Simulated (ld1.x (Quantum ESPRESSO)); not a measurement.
PBE RRKJ dataset for Si, scalar-relativistic all-electron reference.

silicon, norm-conserving RRKJ (Kleinman–Bylander form), made with ld1.x (Quantum ESPRESSO) 7.5 (PBE, scalar-relativistic). Core [Ne], reference 3s2 3p1.5 (charge +0.5). Waves: 3s (bound): rc 1.70 bohr; 3p (bound): rc 2.30 bohr; 3d channel at 0.25 Ry: rc 2.50 bohr. Local part: all-electron potential smoothed inside 1.80 bohr (lloc = -1). Core correction: Bessel-smoothed model core, default radius (core density twice the valence density). rho0 = 0.02.

All-electron outer shells of the reference configuration (PBE, scalar-relativistic, ld1.x):

| shell | level (eV) | outermost node (bohr) | outermost maximum (bohr) |
| --- | --- | --- | --- |
| 3s | -14.73 | 0.72 | 1.77 |
| 3p | -7.68 | 0.72 | 2.09 |

Task: Does the generator finish with these settings?

Result: Yes, a potential is produced and its reference levels are reproduced.

Task: Estimate the cutoffs (Ry, on a coarse ladder) from which the occupation-weighted sum of valence levels, in a spherical-Bessel basis at the reference potential, stays within 10 and 1 mRy of its value at 400 Ry.

Result: 35 Ry and 50 Ry.

Task: What does a ghost test show?

Result: No extra level below or beside the all-electron valence levels (s, p, d, f tested).

Task: Which valence shell sets the plane-wave cutoff?

Result: 3s: its level needs 50 Ry to come within 1 mRy, against 18 Ry for 3p.

Task: Tests: 3s2 3p2; 3s2 3p1; 3s2 3p0; 3s1 3p2; 3s1 3p3; 3s2 3p2.3; 3s1 3p0. Which has the largest error in its energy relative to the reference configuration, and how large is it?

Result: 3s1 3p0, with +86 meV (all-electron minus pseudo) on +54.78 eV.
